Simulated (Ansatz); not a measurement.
Basis-set extrapolation for C$_{4}$H$_{8}$BN (`BCC1CC=N1`) (PBE0-D4/def2-TZVP geometry, frozen core, Ansatz 0.2.0). Multiplicity 1, RHF reference.

```csv
,def2-TZVPP,def2-QZVPP
HF,-235.272253,-235.282930
MP2 correlation,-0.958839,-1.020019
CCSD(T) correlation,-1.051132,not run
```

Energies in hartree. Use E(X) = E(∞) + A·exp(−7.88·√X) for Hartree–Fock and E(X) = E(∞) + B·X^(−2.97) for correlation, with X = 3 and 4, and add CCSD(T) minus MP2 of the smaller set to the MP2 limit.

What is the CCSD(T) energy at the basis-set limit?

HF limit: -235.282930 + (-0.010677) × 0.13774 = -235.28440. MP2 limit: -1.020019 + (-0.061180) × 0.74074 = -1.06534. Higher-order term: -1.051132 − (-0.958839) = -0.09229. Total: -236.44203 hartree, 3.23 eV below CCSD(T)/def2-TZVPP.
